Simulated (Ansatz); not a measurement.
ClGaH4SeSi (`[SiH3][Se][GaH][Cl]`), charge 0, multiplicity 1.

Q: Give a relaxed structure at PBE0-D4/def2-TZVP (Ansatz 0.2.0). (Estimate.)

A: Ansatz gave: 
Z-matrix (Å, degrees):
```
Si
Se 1 2.287
H 1 1.485 2 109.8
H 1 1.483 2 109.0 3 -120.3
H 1 1.483 2 109.1 3 120.3
Ga 2 2.309 1 96.4 3 -0.2
Cl 6 2.142 2 113.8 1 180.0
H 6 1.552 2 126.5 1 -0.0
```
Point group Cs.
